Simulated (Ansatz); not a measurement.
Basis sets compared for TiF3. Charge 0, multiplicity 2. Geometry PBE-D4/def2-TZVP. Ansatz on 4 threads of Arm Neoverse V1 on a shared host; times are rough, and most runs start from earlier orbitals.

```xyz
4

Ti    0.000    0.000   -0.001
F    -0.127    1.752   -0.273
F     1.590   -0.742    0.287
F    -1.463   -1.010   -0.013
```

No other spin state of charge 0 was run.

Binding counts from free atoms (Ti triplet, F doublet) in the same basis, without a counterpoise term.

```csv
level,functions,energy (Eh),HOMO (eV),LUMO (eV),binding per atom (eV),wall time
PBE-D4/def2-SVP,73,-1148.3607,-4.98,-3.67,5.10,1.1 s
PBE-D4/def2-TZVP (with forces),138,-1148.8528,-5.35,-4.02,–,1.9 s
r2SCAN-D4/def2-TZVP,138,-1149.1991,-5.89,-3.82,–,4.3 s
PBE0-D4/def2-SVP,73,-1148.3648,-7.18,-2.49,4.66,1.6 s
PBE0-D4/def2-TZVP,138,-1148.8548,-7.36,-2.65,4.65,2.9 s
```

Estimate the rows for PBE-D4/def2-TZVPD, r2SCAN-D4/def2-TZVPD, PBE0-D4/def2-TZVPD.


```json
{"level": "PBE-D4/def2-TZVPD", "functions": "168", "energy (Eh)": "-1148.8567", "HOMO (eV)": "-5.36", "LUMO (eV)": "-4.03", "binding per atom (eV)": "–", "wall time": "2.4 s"}
{"level": "r2SCAN-D4/def2-TZVPD", "functions": "168", "energy (Eh)": "-1149.2029", "HOMO (eV)": "-5.86", "LUMO (eV)": "-3.80", "binding per atom (eV)": "–", "wall time": "6 s"}
{"level": "PBE0-D4/def2-TZVPD", "functions": "168", "energy (Eh)": "-1148.8589", "HOMO (eV)": "-7.34", "LUMO (eV)": "-2.63", "binding per atom (eV)": "4.66", "wall time": "7.5 s"}
```
